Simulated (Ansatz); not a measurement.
Correlation energies of BF$_{2}$O (`[O]B(F)F`) radical by basis set

```xyz
4

O     0.405    1.175    0.502
B    -0.006   -0.016   -0.007
F    -1.207   -0.111   -0.533
F     0.807   -1.048    0.038
```

The species carries charge 0 and has multiplicity 2. The geometry is a stationary point of PBE0-D4/def2-TZVP. Frozen core, unrestricted reference, Ansatz. CBS rows extrapolate triple and quadruple zeta.

```csv
basis,HF (Eh),MP2 corr.,CCSD corr.,(T),CCSD(T) total
def2-SVP,?,-0.57957,-0.59737,-0.01043,?
def2-TZVPP,-298.69055,-0.76467,-0.77837,-0.02300,-299.49192
def2-QZVPP,-298.70405,-0.83653,-0.84379,?,?
CBS(def2),-298.70590,-0.88977,-0.89226,-0.03051,-299.62867
cc-pV(D+d)Z,-298.56622,-0.58500,-0.60204,-0.01093,-299.17919
cc-pV(T+d)Z,-298.67485,?,?,-0.02368,?
cc-pV(Q+d)Z,-298.69879,-0.84078,-0.84780,-0.02739,-299.57398
CBS(cc),-298.70600,-0.89038,-0.89381,-0.03004,-299.62985
```

(1) Fill in the withheld values. (Estimate.)

## Answers

(1) The calculation gave: def2-SVP HF (Eh): -298.31570; def2-SVP CCSD(T) total: -298.92350; def2-QZVPP (T): -0.02731; def2-QZVPP CCSD(T) total: -299.57515; cc-pV(T+d)Z MP2 corr.: -0.77111; cc-pV(T+d)Z CCSD corr.: -0.78316; cc-pV(T+d)Z CCSD(T) total: -299.48169.
